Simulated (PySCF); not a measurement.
H₃OSi, SMILES [SiH3][O] (connectivity only; charge and spin as stated), charge -1, multiplicity 1.

Coordinates come from a PBE0-D3(BJ)/def2-TZVPD optimisation. The spin state was assumed, not searched. The isomer is the one that the SMILES or the coordinates give; other isomers of the formula were not compared.

Computed with CAM-B3LYP/def2-TZVPD (PySCF).

Isolated molecule, no solvent.

```json
{
  "total_energy": "-366.60460 hartree",
  "point_group": "C3v",
  "highest_occupied_level": "-2.72 eV",
  "lowest_empty_level": "4.89 eV",
  "orbital_gap": "7.61 eV",
  "dipole_moment_about_the_centre_of_nuclear_charge": "1.96 D",
  "mean_static_polarisability": "46.6 bohr³ (6.90 Å³)",
  "polarisability_principal_values": "45.3, 45.3, 49.1 bohr³"
}
```
